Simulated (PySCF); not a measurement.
B(OH)(SeH)2 (BH3OSe2), SMILES [SeH]B([SeH])O. Atoms are numbered in the order given.

```xyz
7

B      0.6804     0.0016     0.0000
O      2.0302     0.0847     0.0000
H      2.4983    -0.7586     0.0000
Se    -0.3564    -1.6771     0.0000
H      0.8155    -2.5796     0.0000
Se    -0.2711     1.7219     0.0000
H     -1.6221     1.1307     0.0000
```

The structure is a stationary point at B3LYP-D3(BJ)/def2-SVP. One conformer was computed; it need not be the lowest.

These are B3LYP/def2-TZVP (PySCF) values and carry that method's errors.

ESP charges are fitted to the potential on shells at 1.4 to 2.0 van der Waals radii. Atomic charges (e):

```
atom  Löwdin  ESP fit    IAO
----  ------  -------  -----
B1     -1.29     0.04   0.08
O2      0.20      [?]  -0.52
H3      0.21     0.36   0.38
Se4     0.37      [?]  -0.02
H5      0.05      [?]   0.03
Se6     0.40      [?]   0.00
H7      0.06      [?]   0.05
```

Q: What belongs in the gaps? (Estimate from the structure and the level; the computed values follow.)

A: 
- O2, ESP fit: -0.34
- Se4, ESP fit: -0.22
- H5, ESP fit: 0.14
- Se6, ESP fit: -0.16
- H7, ESP fit: 0.17

Computed Mayer and Wiberg (Löwdin basis) orders of the bonds:
```csv
bond,Mayer,Wiberg
B1–O2,1.35,2.05
O2–H3,0.87,0.94
B1–Se4,1.24,1.81
Se4–H5,0.95,0.97
B1–Se6,1.23,1.82
Se6–H7,0.96,0.97
```
